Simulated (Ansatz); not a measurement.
Isolated molecules relaxed with PBE0-D4/def2-TZVP in Ansatz; ΔE leaves out vibrations. CCSD(T)/CBS is the MP2 limit (def2-TZVPP, def2-QZVPP) plus CCSD(T) − MP2 in def2-TZVPP, frozen cores. DFT in def2-TZVPP. For Br, Ge outer-core shells are correlated without core-valence functions, which leaves a few kJ/mol of doubt a bond. Scalar relativity is left out up to krypton. Each species was taken in one conformer, which may not be the lowest.

Reaction (ligand exchange at the Si–N bond): `[SiH3][N]([SiH3])[GeH3]` + `N[SiH](F)Br` → `F[SiH](Br)N[SiH3]` + `[SiH3][NH][GeH3]`

Question: Is it downhill or uphill in electronic energy at CCSD(T)/CBS, and by how much? (Best estimate.)

Answer: The calculation gave: Uphill: ΔE = +0.07 eV.

Question: What do these levels give: PBE-D4, r2SCAN-D4, MP2/def2-TZVPP, MP2/def2-QZVPP, SCS-MP2/def2-QZVPP, MP2/CBS(def2)? (Estimate.)

Answer: Ansatz gave: PBE-D4 0.06, r2SCAN-D4 0.06, MP2/def2-TZVPP 0.08, MP2/def2-QZVPP 0.09, SCS-MP2/def2-QZVPP 0.06, MP2/CBS(def2) 0.09 eV.

Largest T1 diagnostic among the species: 0.012.

In def2-TZVPP, CCSD(T) changes the Hartree–Fock value by +0.09 eV (the triples alone add +0.01 eV) and MP2 by +0.11 eV. The D4 term adds +0.07 eV with B3LYP and +0.04 eV with PBE0; it sums over pairs of atoms, weighted by their polarisabilities, and B3LYP, whose exchange is more repulsive, gets the larger term.

B3LYP here is the variant with VWN-RPA as its local correlation; programs differ in this.
